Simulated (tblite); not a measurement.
C6H7F.
Atom-mapped SMILES: `[CH2:1]=[C:2]([CH3:3])[C@@H:4]1[CH:5]=[C:6]1[F:7]` (hydrogens: H8, H9 on C1; H10, H11, H12 on C3; H13 on C4; H14 on C5)

Computed with GFN2-xTB (tblite), gas phase: L-BFGS steps from a force-field or distance-geometry start until the largest atomic force falls under 0.01 eV/Å.

Step 109: E = -571.9279 eV
```
atom  x, y, z in Å  |  force x, y, z in eV/Å
C1     -1.0509    0.4444   -1.1076    0.001   0.006  -0.017
C2     -0.5553    0.0525    0.0577   -0.045   0.036   0.004
C3     -1.4139   -0.4349    1.1865   -0.015  -0.038  -0.021
C4      0.9032    0.0812    0.3502    0.019   0.068  -0.028
C5      1.8853    0.7546   -0.6181    0.021  -0.049   0.055
C6      1.8861   -0.5375   -0.5854   -0.018   0.009   0.025
F7      2.3546   -1.6907   -1.0147    0.009  -0.006  -0.029
H8     -0.4175    0.8190   -1.8956    0.005  -0.048   0.028
H9     -2.1052    0.4128   -1.3223    0.017  -0.002   0.032
H10    -1.0329   -1.3805    1.5731   -0.021   0.038  -0.019
H11    -2.4412   -0.5734    0.8600    0.012  -0.003   0.007
H12    -1.4061    0.2882    2.0028    0.030  -0.015  -0.013
H13     1.1382    0.0860    1.4130    0.001  -0.009  -0.005
H14     2.2551    1.6776   -0.9864   -0.015   0.014  -0.018
```

Step 110: E = -571.9296 eV
```
atom  x, y, z in Å  |  force x, y, z in eV/Å
C1     -1.0462    0.4219   -1.1140    0.011  -0.007  -0.012
C2     -0.5545    0.0450    0.0580   -0.037   0.044  -0.022
C3     -1.4173   -0.4215    1.1915   -0.039  -0.005  -0.038
C4      0.9042    0.0712    0.3527    0.000   0.044  -0.066
C5      1.8858    0.7648   -0.6000    0.020  -0.090   0.008
C6      1.8877   -0.5289   -0.5951    0.002   0.078   0.004
F7      2.3568   -1.6718   -1.0539   -0.009   0.036  -0.001
H8     -0.4080    0.7801   -1.9060   -0.010  -0.044   0.025
H9     -2.1004    0.3889   -1.3300    0.027   0.009   0.028
H10    -1.0591   -1.3777    1.5705   -0.011   0.008   0.009
H11    -2.4516   -0.5304    0.8742    0.032  -0.004   0.006
H12    -1.3807    0.3009    2.0071    0.022  -0.023   0.009
H13     1.1399    0.0577    1.4134    0.002  -0.017   0.052
H14     2.2426    1.6992   -0.9552   -0.010  -0.030  -0.003
```

Step 111: E = -571.9309 eV
```
atom  x, y, z in Å  |  force x, y, z in eV/Å
C1     -1.0409    0.3972   -1.1212    0.020  -0.026   0.018
C2     -0.5534    0.0383    0.0583   -0.009   0.042  -0.046
C3     -1.4208   -0.4076    1.1950   -0.017  -0.021  -0.008
C4      0.9051    0.0643    0.3550   -0.008  -0.008   0.040
C5      1.8878    0.7761   -0.5810   -0.017  -0.047  -0.016
C6      1.8889   -0.5166   -0.6040    0.013   0.037  -0.013
F7      2.3565   -1.6472   -1.0930   -0.002   0.019   0.008
H8     -0.3974    0.7366   -1.9157   -0.016  -0.024  -0.007
H9     -2.0947    0.3619   -1.3365    0.017   0.020   0.006
H10    -1.0917   -1.3784    1.5655   -0.014   0.031  -0.001
H11    -2.4610   -0.4788    0.8884    0.018  -0.012  -0.004
H12    -1.3490    0.3087    2.0123    0.009  -0.015   0.045
H13     1.1409    0.0269    1.4175   -0.017  -0.005  -0.019
H14     2.2290    1.7182   -0.9276    0.024   0.008  -0.004
```

Step 112: E = -571.9312 eV
```
atom  x, y, z in Å  |  force x, y, z in eV/Å
C1     -1.0376    0.3759   -1.1275    0.020  -0.026   0.016
C2     -0.5533    0.0309    0.0575   -0.023   0.030  -0.021
C3     -1.4243   -0.3955    1.2004   -0.022  -0.013  -0.014
C4      0.9051    0.0542    0.3554    0.039  -0.008   0.013
C5      1.8869    0.7858   -0.5692   -0.012  -0.022  -0.006
C6      1.8916   -0.5067   -0.6148   -0.009   0.060   0.006
F7      2.3602   -1.6275   -1.1261   -0.009   0.041   0.019
H8     -0.3923    0.7011   -1.9266   -0.009  -0.024  -0.003
H9     -2.0906    0.3421   -1.3453    0.003   0.020   0.014
H10    -1.1161   -1.3749    1.5688   -0.022   0.056  -0.017
H11    -2.4695   -0.4408    0.9014    0.065  -0.013   0.005
H12    -1.3281    0.3183    2.0186    0.001  -0.031   0.022
H13     1.1407   -0.0011    1.4179   -0.017  -0.001  -0.050
H14     2.2267    1.7376   -0.8973   -0.004  -0.069   0.018
```

**Question.** Estimate the geometry and energy of step 113. (The exact step hangs on the optimiser's Hessian estimate; all steps are aligned on step 112, rigid shifts and turns removed.)

**Answer.** E = -571.9316 eV, largest force 0.111 eV/Å
```
atom  x, y, z in Å  |  force x, y, z in eV/Å
C1     -1.0376    0.3731   -1.1276   -0.013  -0.007  -0.050
C2     -0.5541    0.0329    0.0575    0.019  -0.005   0.047
C3     -1.4242   -0.3949    1.2003    0.004   0.024  -0.018
C4      0.9045    0.0565    0.3554    0.010  -0.008   0.012
C5      1.8866    0.7866   -0.5692   -0.003   0.111   0.002
C6      1.8902   -0.5039   -0.6147   -0.020  -0.029   0.012
F7      2.3565   -1.6238   -1.1255    0.018  -0.026  -0.011
H8     -0.3927    0.6962   -1.9269    0.010  -0.013  -0.021
H9     -2.0897    0.3375   -1.3483   -0.012   0.019   0.021
H10    -1.1211   -1.3749    1.5651    0.003  -0.019  -0.015
H11    -2.4683   -0.4337    0.9028    0.008  -0.013  -0.003
H12    -1.3213    0.3113    2.0226   -0.007   0.013   0.038
H13     1.1402   -0.0006    1.4169   -0.012   0.003  -0.024
H14     2.2306    1.7372   -0.8951   -0.005  -0.049   0.011
```

The energy changes by -0.0004 eV. The first-order estimate −F·Δx gives -0.0010 eV and the mean of the old and new forces, exact on a quadratic surface, -0.0004 eV. The step makes an angle of 71° with the force vector and moves no atom by more than 0.011 Å.

What follows is the cost of the whole relaxation. On one thread, Arm Neoverse N1 (aarch64), shared host, this took 1.0 s wall.
